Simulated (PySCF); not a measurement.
C2H9FSi2. Atoms are numbered in the order given.

```xyz
14

C     -3.0742    -0.1477     0.1311
C     -1.6240    -0.5660    -0.0927
Si    -0.3902     0.8664    -0.0985
Si     1.7891     0.0392    -0.3328
F      2.0125    -1.0910     0.8297
H     -3.4238     0.5398    -0.6553
H     -3.2014     0.3679     1.0959
H     -3.7497    -1.0177     0.1316
H     -1.2934    -1.2732     0.6877
H     -1.5160    -1.1050    -1.0499
H     -0.4854     1.6438     1.1787
H     -0.6661     1.8114    -1.2299
H      2.8404     1.0866    -0.1645
H      1.9875    -0.6307    -1.6544
```

The structure is a stationary point at PBE0-D3(BJ)/def2-SVP. The structure was generated by enumeration, and PubChem lists no compound with its InChIKey, so it may never have been made. The values are those of a single conformer.

Method: B3LYP/pcSseg-1 (PySCF).

GIAO shieldings, no solvent; atoms listed in one row are averaged. δ = σ(ref) − σ: ¹³C against TMS (σ = 181.3 ppm); ²⁹Si against TMS (σ = 338.7 ppm); ¹⁹F against CFCl3 (σ = 161.7 ppm); ¹H against TMS (σ = 31.68 ppm), references at their B3LYP-D3(BJ)/def2-TZVP geometries, non-relativistic.

Computed chemical shifts:
```
nucleus       atoms  count  δ (ppm)
-------  ----------  -----  -------
¹³C              C1      1     16.2
¹³C              C2      1      5.6
²⁹Si            Si4      1      8.7
²⁹Si            Si3      1    -62.7
¹⁹F              F5      1   -268.4
¹H         H13, H14      2     5.77
¹H              H11      1     4.04
¹H              H12      1     3.76
¹H       H6, H7, H8      3     1.54
¹H               H9      1     1.24
¹H              H10      1     1.03
```
